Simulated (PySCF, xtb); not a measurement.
VO2F, SMILES [O]=[V](=[O])[F], multiplicity 1.

xtb with GFN2-xTB at its own geometry gives an orbital gap of 1.85 eV and a dipole moment of 6.49 D.

Geometry: B3LYP-D3(BJ)/def2-SVP. The spin state was assumed, not searched.

Question: What does PySCF with PBE/def2-TZVPD give? (The exact figures need the calculation; the answer reports its results.)

Answer: gap 2.38 eV (levels -7.60 and -5.21 eV), dipole 2.85 D.
